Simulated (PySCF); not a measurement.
Isomers C8H9F3:

A. `C(=C\C(=C)C(=C)C(F)(F)F)/C`
B. `C=C/C=C/C(=C)CC(F)(F)F`
C. `C=C[C@@H]1CC(=C)[C@H]1C(F)(F)F`

Spectrum 1. ¹³C{¹H} NMR (computed): δ 145.7 (CH), 144.6 (C), 140.9 (CH), 140.6 (CH), 134.9 (C), 131.6 (CH2), 127.4 (CH2), 40.9 (CH2).

Spectrum 2. ¹³C{¹H} NMR (computed): δ 149.6 (CH), 148.0 (C), 135.9 (C), 122.6 (CH2), 121.7 (CH2), 54.2 (CH), 38.2 (CH), 37.0 (CH2).

Spectrum 3. ¹³C{¹H} NMR (computed): δ 147.6 (C), 147.2 (C), 139.4 (CH), 139.3 (CH), 132.9 (C), 131.3 (CH2), 122.8 (CH2), 22.4 (CH3).

[PySCF 2.14: geometry from GFN2-xTB; shielding tensors at PBE0/pcSseg-1 (GIAO); rapidly exchanging positions averaged; relativity neglected; no solvent model; one computed conformer]

Shifts are taken against calculated references (same method and geometry level): ¹³C (σref 186.93) against TMS. Splittings of carbon signals by F and P are missing where no couplings were computed. Shifts are as computed. Against solution values, carbons near 30 ppm lie about +3 ppm off and those near 130 ppm about +5 ppm. Of 1211 compounds with measured shifts, 218 miss one by over three times the rms of a fit or turn the order of signals round; such compounds aren't used in these exercises.

Q: Match each spectrum to its structure.

A: 1–B, 2–C, 3–A.

- Spectrum 1 (B): 8 ¹³C signals; δC 145.7 is an alkene CH; δC 144.6 is a fully substituted alkene carbon.
- Spectrum 2 (C): 8 ¹³C signals; δC 149.6 is an alkene CH; δC 148.0 is a fully substituted alkene carbon.
- Spectrum 3 (A): 8 ¹³C signals; δC 147.6 is a fully substituted alkene carbon; δC 147.2 is a fully substituted alkene carbon.
